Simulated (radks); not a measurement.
Species: Co+. Configuration: [Ar] 3d8.

Calculated with a radial shooting solver on a logarithmic mesh with Libxc functionals: scalar-relativistic Kohn-Sham, PBE, spin-unpolarised, spherical densities, point nucleus.

Energy parts (hartree):
part                       energy
total                 -1392.90816
kinetic                1410.88126
electron-nucleus      -3333.52844
Hartree                 589.12101
exchange-correlation    -59.38199

Orbitals (lengths in bohr, moments of r in powers of bohr):
\begin{tabular}{lrrrrr}
orbital & occ. & eigenvalue (hartree) & <r^4> & <r> & <1/r> \\ \hline
1s & 2 & -279.1634 & 0.00004638 & 0.05619 & 27.03 \\
2s & 2 & -33.12866 & 0.01034 & 0.2554 & 5.815 \\
2p & 6 & -28.38863 & 0.007837 & 0.2249 & 5.706 \\
3s & 2 & -3.88134 & 0.8024 & 0.7779 & 1.823 \\
3p & 6 & -2.53639 & 1.153 & 0.8237 & 1.674 \\
3d & 8 & -0.44989 & 9.801 & 1.139 & 1.231 \\
4s & 0 & -0.41010 & 126.0 & 2.759 & 0.4686 \\
4p & 0 & -0.23418 & 383.5 & 3.606 & 0.3526 \\
\end{tabular}

The highest occupied level is 3d at -12.242 eV. For comparison, the ionisation energy in NIST's Atomic Spectra Database is 17.084 eV (measured). In exact Kohn-Sham theory the highest level is minus the ionisation energy, but local and semilocal functionals leave it too shallow, through self-interaction and a potential that decays too fast; potentials with the right tail come closer. Summed over all electrons, <r^2> = 21.02 bohr^2, which gives a Langevin (diamagnetic) susceptibility term of -16.6 x 10^-6 cm^3/mol. The density falls to 0.001 e/bohr^3 at r = 3.44 bohr.

Beside tabulated values, note that spin-unpolarised runs miss the spin-polarisation part of the exchange energy of open shells.
